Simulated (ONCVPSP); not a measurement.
calcium (Ca), ONCV: configuration errors across variants

Ca, optimised norm-conserving Vanderbilt (ONCV), made with ONCVPSP 4.0.1 (PBE, scalar-relativistic). Core [Ne], reference 3s2 3p6 4s1.5 4p0.5. Waves: 3s+4s: rc 1.90 bohr, ncon 4, nbas 7, qcut 4.8 1/bohr, 2 projectors; 3p+4p: rc 1.85 bohr, ncon 3, nbas 8, qcut 6.3 1/bohr, 2 projectors; d scattering state at 0.11 Ha: rc 1.55 bohr, ncon 3, nbas 8, qcut 7 1/bohr, 2 projectors, debl 1.9 Ha. Local part: polynomial inside 1.00 bohr (lpopt 2, dvloc0 -1 Ha). Core correction: Teter function, fcfact 1.5, rcfact 1.3.

In the d channel the program set the typed energies aside and used 0.050, 1.950 Ha.

All-electron excitation energies from the reference (eV): (1) 3s2 3p6 4s2 4p0 -1.196; (2) 3s2 3p6 4s1 4p0 5.113; (3) 3s2 3p6 4s0 4p0 16.933; (4) 3s2 3p5 4s2 4p0 33.471.

Errors AE − PS in meV (a dash: test not solved or not reliable):

```csv
change,(1),(2),(3),(4),bound ghosts,GHOST(+) flags above zero
base,0.0,-0.2,-2.1,+26,none,none
s: rc 1.68,0.0,-0.2,-1.7,+20,none,none
s: rc 1.84,0.0,-0.2,-2.0,+25,none,none
s: rc 2.24,0.0,-0.2,-2.3,+33,none,none
s: rc 2.42,0.0,-0.2,-2.3,+36,none,none
s: rc 2.64,0.0,-0.2,-2.4,+38,none,none
```

**Question.** Give the same row for: s: rc 1.42.

**Answer.** 0.0, -0.2, -1.1, +11; bound ghosts: none; GHOST(+) flags above zero: none.
